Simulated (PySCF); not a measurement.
C2H6Si, SMILES C1[SiH2]C1. Atoms are numbered in the order given.

```xyz
9

C      0.0000     0.7762     0.8446
C      0.0000    -0.7762     0.8446
Si     0.0000     0.0000    -0.8364
H      0.9014     1.2541     1.2101
H     -0.9014     1.2541     1.2101
H     -0.9014    -1.2541     1.2101
H      0.9014    -1.2541     1.2101
H      1.2390     0.0000    -1.6331
H     -1.2390     0.0000    -1.6331
```

Coordinates come from a B3LYP-D3(BJ)/def2-TZVP optimisation.

Calculation: HF/def2-TZVPD in PySCF.

Mulliken values depend strongly on the basis, most of all with diffuse functions as here. Atomic charges (e):

```json
[
 {"atom": "C1", "Mulliken": "-0.44", "IAO": "-0.54"},
 {"atom": "C2", "Mulliken": "-0.44", "IAO": "-0.54"},
 {"atom": "Si3", "Mulliken": "0.41", "IAO": "0.83"},
 {"atom": "H4", "Mulliken": "0.15", "IAO": "0.14"},
 {"atom": "H5", "Mulliken": "0.15", "IAO": "0.14"},
 {"atom": "H6", "Mulliken": "0.15", "IAO": "0.14"},
 {"atom": "H7", "Mulliken": "0.15", "IAO": "0.14"},
 {"atom": "H8", "Mulliken": "-0.06", "IAO": "-0.16"},
 {"atom": "H9", "Mulliken": "-0.06", "IAO": "-0.16"}
]
```
